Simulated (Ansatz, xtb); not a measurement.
BF2GeSi: 3 structures ranked

3 gas-phase structures of BF2GeSi, found in a search over its isomers (lower ones may exist). Each was relaxed with GFN2-xTB:

A. `F[Si](F)[B]=[Ge]`, a doublet
B. a doublet given by its coordinates
C. a doublet given by its coordinates

C (Å):

```yaml
atoms:
  - { symbol: B, position_ang: [0.4723, -0.0867, 2.0117] }
  - { symbol: F, position_ang: [1.6737, -0.6493, 2.1879] }
  - { symbol: F, position_ang: [-0.2125, -0.6471, 1.0076] }
  - { symbol: Ge, position_ang: [-0.9546, 3.0415, 4.2816] }
  - { symbol: Si, position_ang: [-0.1934, 1.3674, 3.0743] }
```

Close contacts (Å): B1–F2 1.34, B1–F3 1.34, B1–Si5 1.92, Ge4–Si5 2.20.

B (Å):

```xyz
5

B     0.3988    0.2274    2.0349
F     1.2874   -0.7706    2.0858
F    -0.7018   -0.1414    1.3616
Ge    0.7140    2.1284    2.7701
Si   -0.9078    1.5056    4.3198
```

Close contacts (Å): B1–F2 1.34, B1–F3 1.34, B1–Ge4 2.06, Ge4–Si5 2.33.

**Question.** Estimate their order in r2SCAN-D4/def2-SVP energy at these geometries, lowest first.

**Answer.** Calculated order at r2SCAN-D4/def2-SVP: C (0.0), B (5.2), A (30.7) kcal/mol.

Energies above the lowest of each column, in kcal/mol:

```tsv
structure	GFN2-xTB	HF/STO-3G	r2SCAN-D4/def2-SVP
C	0.1	6.2	0.0
B	0.0	0.0	5.2
A	4.3	88.2	30.7
```

r2SCAN-D4/def2-SVP puts C lowest; HF/STO-3G picks B. Some further structures that were screened fall inside this span and aren't listed. Flexible structures stand in one conformer each, not always the lowest. C keeps a small imaginary mode. Frequencies (PBE0-D3(BJ)/def2-SVP) were run for C alone. Open shells are spin-unrestricted, some with notable spin contamination.

Programs: Ansatz 0.2.0, xtb 6.7.1.
